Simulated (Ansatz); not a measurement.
C2H4FGa (`C=[C](F)[GaH2]`), relaxed with RKS PBE0-D4/def2-TZVP in Ansatz 0.2.0 from a GFN2-xTB geometry. The force threshold is 0.005 eV/Å; the program also tests the step.

Charge 0, multiplicity 1.

Start:

```xyz
8

C    -0.404   -0.835   -1.307
C    -0.322   -0.261   -0.121
F    -1.340   -0.506    0.807
Ga    0.737    0.947    1.077
H     0.371   -0.658   -2.035
H    -1.221   -1.482   -1.587
H     0.083    1.144    2.480
H     2.097    1.651    0.686
```

Problem. By how much does the energy fall, and how many steps does the optimiser take? (Best estimate.)

Solution. The calculation gave: 29.45 kJ/mol, in 7 steps, 1 of them rejected.

Problem. Which bonds change most? (An estimate is asked.)

Solution. Computed: C2–F3 from 1.399 to 1.355 Å; C2–Ga4 from 2.003 to 1.966 Å; Ga4–H8 from 1.580 to 1.566 Å; C1–C2 from 1.320 to 1.328 Å.

Problem. Give the relaxed structure. (Estimate.)

Solution. Computed: 
```xyz
8

C    -0.321   -0.727   -1.183
C    -0.532   -0.315    0.062
F    -1.646   -0.751    0.697
Ga    0.669    0.891    1.047
H     0.562   -0.392   -1.712
H    -1.009   -1.394   -1.694
H     0.333    1.318    2.511
H     1.943    1.369    0.273
```
